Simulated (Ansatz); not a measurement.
Input for Ansatz (an electronic-structure program): R-CCSD(T)/def2-TZVPP on BiH3O (SMILES [OH][BiH2]), a point of a torsion scan. Elements past Kr take the def2 small-core potentials; no spin–orbit coupling. The run froze 10 orbitals, filled d shells among them.

Ansatz 0.2 input:
```yaml
crystal:
  periodic: [false, false, false]
  atoms:
    - {symbol: O, position_ang: [1.21277447, -0.57452320, -0.15152606]}
    - {symbol: Bi, position_ang: [-0.61467829, 0.30536790, 0.47569119]}
    - {symbol: H, position_ang: [1.94005152, 0.01472818, 0.04656699]}
    - {symbol: H, position_ang: [-1.50787182, -1.10490223, -0.09194542]}
    - {symbol: H, position_ang: [-0.52723787, -0.45289696, 2.08507466]}
basis:
  gaussian:
    orbitals: def2-TZVPP
magnetization: {spin_polarized: false}
correlation: {method: ccsd_t, electrons: outside_noble_gas}
scf: {lower_state_search: off}
```

It printed:

```
WARN ansatz: RAYON_NUM_THREADS=1 ignored (pool sized by the plan → 1); use --threads N
Functional definition: HF
these checks for a lower state are left out or cut short: stability, starts, cluster_reference, orbital_swaps, neighbouring_geometries, increment
integrals: 0.20 GiB planned
897 factors; integrals over basis functions are off by at most 7.1e-4 eV
mean field: 0.29 GiB planned
mean field evaluation 1: about -7892.7955 eV, gradient 4.0e1 eV
mean field evaluation 2: about -7892.8133 eV, gradient 4.0e1 eV
mean field evaluation 4: about -7895.8832 eV, gradient 2.4e0 eV
mean field evaluation 8: about -7895.9157 eV, gradient 2.4e-1 eV
mean field -7895.91615282 eV, -290.1695665720 hartree, gradient 1.6e-6 eV, S^2 0.000000; 0 other end points of the search recorded, 0 dependent functions left out
10 core orbitals not correlated
reference -7895.91615282 eV, -290.1695665720 hartree; 7, 7 occupied and 106, 106 virtual orbitals, 897 factors
second order -10.23305178 eV of doubles, -0.00000000 eV of singles
coupled cluster: 0.50 GiB planned
cycle   1  -10.33730613 eV  change   -1.0e-1 eV  update   9.0e-2
cycle   2  -10.64445334 eV  change   -3.1e-1 eV  update   3.3e-2
cycle   3  -10.75006215 eV  change   -1.1e-1 eV  update   1.8e-2
cycle   4  -10.74057240 eV  change    9.5e-3 eV  update   4.8e-3
cycle   5  -10.74010140 eV  change    4.7e-4 eV  update   2.3e-3
cycle   6  -10.74094451 eV  change   -8.4e-4 eV  update   7.3e-4
cycle   7  -10.74053134 eV  change    4.1e-4 eV  update   3.0e-4
cycle   8  -10.74049050 eV  change    4.1e-5 eV  update   1.0e-4
cycle   9  -10.74054010 eV  change   -5.0e-5 eV  update   3.6e-5
cycle  10  -10.74053892 eV  change    1.2e-6 eV  update   1.4e-5
perturbative correction -0.38699451 eV, -0.0142217858 hartree
Total energy: -7907.04368625 eV, -290.5784958828 hartree
Checks for a lower state left out: stability, starts, cluster_reference, orbital_swaps, neighbouring_geometries, increment
```

Self-consistency was reached.

Cost: very roughly 11 core-seconds.
